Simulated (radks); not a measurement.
Valence configurations of O+ (all share [He]). Method: Dirac Kohn-Sham, PBEsol, spin-unpolarised, spherical densities, finite nucleus; open shells fill j = l - 1/2 first; Fermi nuclear charge, rms radius 2.6991 fm; computed with a radial shooting solver on a logarithmic mesh with Libxc functionals. Energies are relative to 2s2 2p3; eigenvalues in eV.

valence      E (eV)  e(2p1/2)  e(2p3/2)  e(2s1/2)
2s2 2p3       0.000   -24.382   -24.339   -39.475
2p5          30.336   -24.630   -24.587         -
2s1 2p4      15.152   -24.500   -24.457   -39.625
2s1.5 2p3.5   7.572   -24.440   -24.396   -39.548
2s0.5 2p4.5  22.740   -24.564   -24.520   -39.704

NIST lists [He] 2s2 2p3 as the ground configuration; this level of theory agrees among the configurations tried. The energies are those of spherical spin-averaged densities, not of single terms.
